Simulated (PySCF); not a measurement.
Radial density of Mg (magnesium, neutral)

UHF, [Ne] 3d2, high-spin 3F determinant (an excited configuration). All numbers are calculated (PySCF 2.14, no relativity, point nucleus, in aug-cc-pCVTZ (8s7p5d3f, 75 functions)).

```csv
r (bohr),4πr²ρ (e/bohr),4πr²(ρα − ρβ)
0.00188,0.04618,0.0000
0.00316,0.1265,0.0000
0.00531,0.3402,0.0000
0.00893,0.8822,0.0000
0.0150,2.159,0.0000
0.0253,4.781,0.0000
0.0425,8.985,-0.0001
0.0715,12.88,-0.0002
0.120,12.13,-0.0004
0.202,7.809,-0.0012
0.340,9.004,-0.0026
0.572,10.80,-0.0015
0.962,4.821,0.0056
1.62,0.5532,0.0346
2.72,0.1792,0.1726
4.58,0.4087,0.4087
7.70,0.1883,0.1883
13.0,0.0001633,0.0002
```

The outer electron is Rydberg-like, and this basis confines it to a smaller radius and binds it less than a complete one would.

(1) Where is the radial spin density 4πr²(ρα − ρβ) most negative, and why is it negative at all?

## Answers

(1) Around r = 0.340 bohr, down to -0.0026 e/bohr: exchange with the open shell polarises the paired shells in an unrestricted calculation.
